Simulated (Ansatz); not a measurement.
## What each rung costs, and what it gives

Saddle point of BSiH7O2, singlet (BH₃O₂ ([OH][BH][OH]) + SiH₄ → BSiH₅O₂ ([OH][B]([OH])[SiH3]) + H₂; bonds formed: B1–Si6, H2–H5; bonds broken: B1–H2, H5–Si6), PBE0-D4/def2-TZVP structure:

```json
{"atom": "B1", "x (Å)": "-0.1938", "y (Å)": "0.7020", "z (Å)": "-0.0759"}
{"atom": "H2", "x (Å)": "0.9806", "y (Å)": "1.4369", "z (Å)": "-0.0254"}
{"atom": "O3", "x (Å)": "-0.7861", "y (Å)": "0.8438", "z (Å)": "-1.3334"}
{"atom": "O4", "x (Å)": "-0.9351", "y (Å)": "0.9934", "z (Å)": "1.0853"}
{"atom": "H5", "x (Å)": "1.0586", "y (Å)": "0.4062", "z (Å)": "-0.0420"}
{"atom": "Si6", "x (Å)": "0.3871", "y (Å)": "-1.4318", "z (Å)": "-0.0456"}
{"atom": "H7", "x (Å)": "-1.3284", "y (Å)": "1.6352", "z (Å)": "-1.3697"}
{"atom": "H8", "x (Å)": "-0.4146", "y (Å)": "1.1833", "z (Å)": "1.8665"}
{"atom": "H9", "x (Å)": "1.1978", "y (Å)": "-1.9493", "z (Å)": "-1.1808"}
{"atom": "H10", "x (Å)": "-0.9948", "y (Å)": "-1.9681", "z (Å)": "-0.1117"}
{"atom": "H11", "x (Å)": "1.0285", "y (Å)": "-1.8515", "z (Å)": "1.2328"}
```

Barriers are electronic and count from the start structure reached by relaxing down the imaginary mode.

Computed with Ansatz 0.2.0 (basis: as named in each row); correlated methods freeze the cores. B3LYP uses VWN-RPA correlation. Extrapolation: Hartree–Fock as exp(−7.88 √X), correlation as X^−2.97.

Times are rough, for one single point on 4 threads of a shared host (Arm Neoverse V1).

The estimate by CCSD(T) at an estimated basis limit (MP2 extrapolated from triple and quadruple zeta, plus CCSD(T) − MP2 in triple zeta) is 61.57 kcal/mol.

| method | basis | time (s) | barrier (kcal/mol) | method less estimate |
| --- | --- | --- | --- | --- |
| HF | STO-3G | under 1 | 116.77 | 55.20 |
| PBE-D4 | STO-3G | under 1 | 88.69 | 27.12 |
| SPW92 | def2-SVP | under 1 | 40.77 | -20.80 |
| B3LYP-D4 | 6-31G | under 1 | 65.10 | 3.53 |
| PBE-D4 | def2-SVP | under 1 | 49.00 | -12.57 |
| PBE0-D4 | def2-SVP | under 1 | 53.58 | -7.98 |
| SPW92 | def2-TZVPP | 1 | 41.45 | -20.12 |
| PBE-D4 | def2-TZVPP | 2 | 49.22 | -12.35 |
| BLYP-D4 | def2-TZVPP | 2 | 57.04 | -4.53 |
| B3LYP-D4 | def2-TZVPP | 2 | 59.99 | -1.58 |
| BHLYP-D4 | def2-TZVPP | 2 | 65.86 | 4.29 |
| PBE0-D4 | def2-TZVPP | 2 | 53.64 | -7.93 |
| CAM-B3LYP-D4 | def2-TZVPP | 2 | 62.35 | 0.78 |
| CCSD(T) | def2-SVP | 3 | 66.55 | 4.98 |
| wB97M-V | def2-SVP | 3 | 60.06 | -1.50 |
| r2SCAN-D4 | def2-TZVPP | 3 | 53.93 | -7.64 |
| r2SCAN0-D4 | def2-TZVPP | 4 | 56.97 | -4.60 |
| PBE-QIDH | def2-TZVPP | 5 | 58.94 | -2.63 |
| B2PLYP | def2-TZVPP | 5 | 62.82 | 1.26 |
| RPA on PBE | def2-TZVPP | 6 | 63.10 | 1.53 |
| wB97X-V | def2-TZVPP | 6 | 61.13 | -0.44 |
| wB97M-V | def2-TZVPP | 8 | 60.73 | -0.83 |
| B97M-V | def2-TZVPP | 8 | 55.73 | -5.84 |
| MP2 | def2-QZVPP | 20 | 61.41 | -0.16 |
| CCSD(T) | def2-TZVPP | 94 | 62.45 | 0.88 |

All methods are single points on the PBE0-D4 structures.

T1 diagnostic: at most 0.014.

Labels in which every atom is bracketed show which atoms are joined, not bond orders.
